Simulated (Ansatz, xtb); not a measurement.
**Relative energy of two isomers of C4H4BBrS**

Structure X: `SB1C=CC(Br)=C1`, a singlet. Structure Y: `SC1=CC=CB1Br`, a singlet. Both are isolated molecules in the gas phase, relaxed with PBE-D3(BJ)/def2-SVP; the shapes shown needn't be the lowest conformers.

X (Å):

```tsv
atom	x (Å)	y (Å)	z (Å)
C	1.3856	-0.1289	0.6250
C	1.1435	0.9604	-0.1449
C	-0.2303	0.8775	-0.7591
C	-0.9242	-0.2420	-0.4244
B	0.0715	-1.0114	0.5181
Br	-0.8125	2.2809	-1.8816
S	-0.2907	-2.5855	1.2858
H	0.8918	-2.7374	1.9487
H	2.3219	-0.2943	1.1770
H	1.8061	1.8185	-0.3384
H	-1.9369	-0.4764	-0.7736
```

Y (Å):

```yaml
atoms:
  - { symbol: C, position_ang: [0.1167, -0.6948, -0.1156] }
  - { symbol: C, position_ang: [0.7133, -1.0613, 1.0577] }
  - { symbol: C, position_ang: [1.0325, 0.1470, 1.8743] }
  - { symbol: C, position_ang: [0.6726, 1.3375, 1.2974] }
  - { symbol: B, position_ang: [0.0437, 0.9160, -0.0485] }
  - { symbol: Br, position_ang: [-0.7043, 1.9950, -1.4377] }
  - { symbol: S, position_ang: [-0.4442, -1.7177, -1.4023] }
  - { symbol: H, position_ang: [-0.8943, -0.6919, -2.1879] }
  - { symbol: H, position_ang: [0.9447, -2.0829, 1.3944] }
  - { symbol: H, position_ang: [1.5202, 0.0443, 2.8598] }
  - { symbol: H, position_ang: [0.8301, 2.3225, 1.7528] }
```

Energies in hartree; the thermal terms are from GFN2-xTB frequencies at re-optimised GFN2-xTB minima (ideal gas, soft modes damped towards free rotors, one conformer each, 298.15 K, 1 atm) and include the zero-point energy:

```
                               X            Y
E, CCSD(T)/def2-SVP  −3148.892395  −3148.893768
    E, MP2/def2-SVP  −3148.805688  −3148.807500
  E, MP2/def2-TZVPP  −3149.664174  −3149.665730
  zero-point energy      0.066739      0.066492
       H(298 K) − E      0.075057      0.074910
       G(298 K) − E      0.033378      0.033042
```

Correct the CCSD(T) difference for the basis set by the MP2 change, then work out ΔE, ΔE₀, ΔH and ΔG for X → Y in kcal/mol (1 Eh = 627.51 kcal/mol) and the equilibrium ratio [Y]/[X].

1. Differences Y − X: CCSD(T) −0.001373, MP2 in the small set −0.001812, MP2 in the large set −0.001556 Eh.
2. ΔE = −0.001373 + (−0.001556 − (−0.001812)) = −0.001117 Eh = −0.70 kcal/mol.
3. ΔE₀ = ΔE + ΔZPE = −0.001117 + (−0.000247) Eh = −0.86 kcal/mol.
4. ΔH = ΔE + (−0.000147) Eh = −0.79 kcal/mol.
5. ΔG = ΔE + (−0.000336) Eh = −0.91 kcal/mol, so ΔS = (ΔH − ΔG)/T = +1.7 J/(mol K).
6. kT = 0.9442 mEh, so K = [Y]/[X] = exp(−ΔG/kT) = exp(+1.54) ≈ 4.7.

The two are too close for this level to say which is favoured. An error of 1 kcal/mol in ΔG would change K by a factor of 5.4. Mirror images and further conformers aren't counted.

As drawn, Y has 1 C–S, 1 B–Br in place of 1 B–S, 1 C–Br.

Other levels gave ΔE = −5.9 (GFN2-xTB); −0.1 (HF/STO-3G, GFN2-xTB geometries); −1.1 (r2SCAN-D4/def2-SVP, GFN2-xTB geometries); −1.6 (PBE-D3(BJ)/def2-SVP); −1.8 (HF/def2-SVP); −1.1 (MP2/def2-SVP); −0.9 (CCSD(T)/def2-SVP) kcal/mol. The correlated steps freeze 19 core orbitals; the filled d shell of Br is correlated, in a basis made for valence electrons. Programs: Ansatz 0.2.0, xtb 6.7.1.
